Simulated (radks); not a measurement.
Task: Species: Cs8+. Configuration: [Kr] 4d10 5s1. Calculated with a radial shooting solver on a logarithmic mesh with Libxc functionals: Dirac Kohn-Sham, BLYP, spin-unpolarised, spherical densities, finite nucleus; Fermi nuclear charge, rms radius 4.8041 fm.

Spin-orbit splittings of the eigenvalues, e(l+1/2) - e(l-1/2), with zeta = 2 splitting/(2l+1) and mean radii in bohr:

shell  occ.  splitting (eV)  zeta (eV)  <r> j=l-1/2  <r> j=l+1/2
2p        6               ?          ?      0.09401      0.09990
3p        6           67.59      45.06       0.2886       0.3004
3d       10           14.36      5.743       0.2712       0.2749
4p        6           14.00      9.334       0.7159       0.7424
4d       10           2.383     0.9532       0.8123       0.8215

Estimate the 2p splitting.

Result: 352.5 eV (zeta = 235.0 eV).
